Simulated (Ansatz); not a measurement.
[Cu(NH2)2]- (CuN₂H₄⁻). The state is a singlet with charge -1. Geometry r2SCAN-D4/def2-TZVPD; atoms count from 1.

```csv
atom,x (Å),y (Å),z (Å)
Cu1,0.082,-0.018,0.091
N2,-0.900,-1.424,0.810
H3,-1.615,-1.747,0.155
H4,-1.432,-1.125,1.630
N5,1.178,1.363,-0.498
H6,0.697,1.948,-1.184
H7,1.990,1.003,-1.004
```

Estimate the Mulliken populations from the PBE0/def2-TZVPD orbitals of Ansatz.


| atom | charge (e) | d electrons |
| --- | --- | --- |
| Cu1 | -0.64 | 9.73 |
| N2 | -0.33 | – |
| H3 | 0.09 | – |
| H4 | 0.06 | – |
| N5 | -0.33 | – |
| H6 | 0.09 | – |
| H7 | 0.06 | – |
Mulliken values and Mayer orders depend strongly on the basis. With diffuse functions, as here, like atoms can get unlike values, and bond orders can come out too low or too high.

And the Mayer bond orders between bonded heavy atoms (over 0.3)?

Cu1–N2 0.60 (1.86 Å); Cu1–N5 0.60 (1.86 Å).
